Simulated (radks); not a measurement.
Species: Mn18+. Configuration: [He] 2s2 2p3. Calculated with a radial shooting solver on a logarithmic mesh with Libxc functionals: Dirac Kohn-Sham, BLYP, spin-unpolarised, spherical densities, point nucleus; open shells are shared between the two j in proportion to 2j + 1.

Spin-orbit splittings of the eigenvalues, e(l+1/2) - e(l-1/2), with zeta = 2 splitting/(2l+1) and mean radii in bohr:

shell	occ.	splitting (eV)	zeta (eV)	<r> j=l-1/2	<r> j=l+1/2
2p	3	12.37	8.245	0.2263	0.2289
3p	0	2.985	1.990	0.6192	0.6230
3d	0	0.7059	0.2824	0.5466	0.5477
